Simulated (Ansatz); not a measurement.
The cluster Os₄. The state is a quintet with charge 0. Geometry r2SCAN-D4/def2-SVP; atoms count from 1.

```tsv
atom	x (Å)	y (Å)	z (Å)
Os1	0.864	-0.850	1.194
Os2	0.780	1.181	0.028
Os3	-0.347	0.060	-1.633
Os4	-1.297	-0.392	0.411
```

In the def2 sets Os takes a core potential; there is no spin–orbit coupling. The charge 0 quintet is spin-contaminated (final ⟨S²⟩ up to 7.21, 6.00 for a pure state). At PBE0-D4/def2-TZVP a triplet of charge 0 lies 0.07 eV below the quintet, each at its own geometry. The structure comes from a short search, and lower isomers may exist.

(1) Estimate the Mulliken populations from the PBE0/def2-TZVP orbitals of Ansatz.

(2) Where does the spin sit?

(3) And the Mayer bond orders between heavy atoms (over 0.3)?

Answers

(1) 
```json
{"atom": "Os1", "charge (e)": "-0.01", "spin (α − β)": "2.16", "d electrons": "6.69"}
{"atom": "Os2", "charge (e)": "0.03", "spin (α − β)": "0.64", "d electrons": "6.67"}
{"atom": "Os3", "charge (e)": "-0.04", "spin (α − β)": "0.57", "d electrons": "6.68"}
{"atom": "Os4", "charge (e)": "0.03", "spin (α − β)": "0.64", "d electrons": "6.67"}
```
Mulliken values depend strongly on the basis.

(2) Summed by element: Os 4.00, of 4 unpaired in all. Largest on single atoms: Os1 2.16, Os2 0.64, Os4 0.64.

(3) Os1–Os2 1.66 (2.34 Å); Os1–Os3 0.53 (3.21 Å); Os1–Os4 1.66 (2.34 Å); Os2–Os3 1.83 (2.30 Å); Os2–Os4 0.90 (2.63 Å); Os3–Os4 1.83 (2.30 Å).
